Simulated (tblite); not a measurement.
C₇H₄F₅N.
Numbering: `[F:1][C:2]([F:3])([F:4])[C:5]([F:6])([F:7])[c:8]1[cH:9][cH:10][n:11][cH:12][cH:13]1` (hydrogens: H14 on C9; H15 on C10; H16 on C12; H17 on C13)

Structure used (GFN2-xTB), in Å, numbered top down from 1:
```xyz
17
C7H4F5N angstrom
F     -1.8108   -1.6935    0.7914
C     -2.2193   -0.4706    0.4431
F     -3.5102   -0.5435    0.1415
F     -2.0933    0.3131    1.5172
C     -1.3585    0.0762   -0.7309
F     -1.8481    1.2932   -1.0672
F     -1.5651   -0.7256   -1.8024
C      0.0951    0.1348   -0.3327
C      0.9195   -0.9633   -0.5394
C      2.2397   -0.8602   -0.1223
N      2.7362    0.2170    0.4560
C      1.9431    1.2537    0.6498
C      0.6060    1.2729    0.2771
H      0.5464   -1.8588   -1.0097
H      2.9288   -1.6821   -0.2582
H      2.3973    2.1111    1.1264
H     -0.0138    2.1377    0.4503
```

Method: GFN2-xTB as coded in tblite; computed harmonic values from a numerical Hessian at the method's own geometry, unscaled. This tight-binding method is rough: wavenumbers can miss measured ones by several per cent, in bad cases by 10 to 20. One conformer, not necessarily the lowest.

Harmonic wavenumbers (cm⁻¹): 29.6, 44.3, 71.2, 161.1, 188.1, 189.8, 271.3, 305.3, 325.8, 337.0, 340.7, 447.4, 472.9, 486.3, 545.1, 582.3, 627.3, 633.4, 704.1, 719.3, 793.4, 882.9, 912.8, 925.3, 927.5, 1006.5, 1068.1, 1081.8, 1100.3, 1101.2, 1117.9, 1121.1, 1173.4, 1201.9, 1238.7, 1260.8, 1272.3, 1378.5, 1457.6, 1568.9, 1572.6, 3074.9, 3077.1, 3110.4, 3112.0.

A = 1510, B = 566.4, C = 560.8 MHz; mass 197.026 u (most abundant isotopes); point group Cs, symmetry number 1.

Task: Zero-point energy?

Result: ½Σν̃ = 22010 cm⁻¹ = 263.30 kJ/mol.

Task: What is S at 200 K and 1 bar for an ideal gas of classical rigid rotors and harmonic oscillators?

Result: Translation 166.45, rotation 124.24, vibration 96.64: S = 387.3 J/(mol K).

Task: And Cp and H(200 K) − H(0)?

Result: Cp = 133.87 J/(mol K), of which vibrations give 100.61 (their classical limit is 45 R = 374.2); H(200 K) − H(0) = 16.71 kJ/mol without the zero-point energy, 10.05 from vibrations.

Task: Blend soft modes into free rotors: weight 1/[1 + (100 cm⁻¹/ν̃)⁴] for the oscillator and the rest for a rotor with moment μB/(μ + B), μ = h/(8π²ν), B = 10⁻⁴⁴ kg m². What vibrational entropy results?

Result: 85.43 J/(mol K) in place of 96.64, which changes −T·S at 200 K by +2.24 kJ/mol.

Task: Which modes carry the vibrational entropy at 200 K?

Result: 29.6 cm⁻¹: 21.19; 44.3 cm⁻¹: 17.86; 71.2 cm⁻¹: 13.97; 161.1 cm⁻¹: 7.54; 188.1 cm⁻¹: 6.41; 189.8 cm⁻¹: 6.34 J/(mol K); the other 39 give 23.33 together.

Task: What must be added to the electronic energy to get the Gibbs energy at 200 K and 1 bar?

Result: ZPE + [H(200 K) − H(0)] − T·S = 263.30 + 16.71 − 77.46 = 202.55 kJ/mol.

Hindered rotation and anharmonicity are outside this model. Other conformers, if any are populated, would add a mixing term that is left out.
